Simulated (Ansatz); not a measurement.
Relaxation of BClH6N2 (10 atoms, charge 0, multiplicity 1), to a largest force component of 0.03 eV/Å in at most 50 steps.

Theory: RKS PBE0-D4/6-31G* (Ansatz 0.2.0).

```xyz
10
Properties=species:S:1:pos:R:3:forces:R:3
B -0.037 0.627 -0.564 -0.04 0.75 -0.09
H -0.025 -0.005 1.753 0.17 -1.45 -0.17
N 1.223 0.034 -0.744 -0.06 -0.02 -0.01
H 1.350 -0.875 -1.159 0.03 -0.03 0.03
H 2.077 0.507 -0.501 0.02 0.02 -0.03
N -1.275 0.028 -0.851 0.06 0.00 0.04
H -1.375 -0.942 -1.105 -0.01 0.00 -0.02
H -2.145 0.505 -0.682 0.00 0.00 -0.01
Cl -0.070 2.361 0.041 0.02 -0.46 -0.42
H -0.110 0.661 1.981 -0.18 1.18 0.68
```

Q: Where does it end, and by what steps?

A: The forces met the threshold. The force dipped under the threshold on the way, but the program's further checks kept it going. After 19 steps the energy has fallen by 0.200 eV; H2 moved furthest, 1.12 Å.

```csv
step,energy less start (eV),largest force component (eV/Å),accepted
0,0.0000,1.452,yes
1,-0.1369,0.399,yes
2,-0.1745,0.233,yes
3,-0.1864,0.167,yes
4,-0.1922,0.077,yes
5,-0.1938,0.044,yes
6,-0.1943,0.036,yes
7,-0.1945,0.028,yes
8,-0.1945,0.157,yes
9,-0.1951,0.090,yes
10,-0.1958,0.114,yes
11,-0.1932,0.495,no
12,-0.1966,0.046,yes
13,-0.1984,0.015,yes
14,-0.1461,1.245,no
15,-0.1974,0.312,no
16,-0.1988,0.069,yes
17,-0.1997,0.025,yes
18,-0.1953,0.437,no
19,-0.2001,0.008,yes
```

```xyz
10
Properties=species:S:1:pos:R:3
B -0.045 0.666 -0.765
H -0.028 -0.045 2.877
N 1.214 0.062 -0.934
H 1.339 -0.886 -1.251
H 2.070 0.545 -0.719
N -1.280 0.047 -1.031
H -1.369 -0.901 -1.361
H -2.156 0.521 -0.889
Cl -0.079 2.361 -0.164
H -0.050 0.531 2.407
```

The run took 69 s on 1 thread of Arm Neoverse V1, on a shared host, peak memory 0.15 GiB.
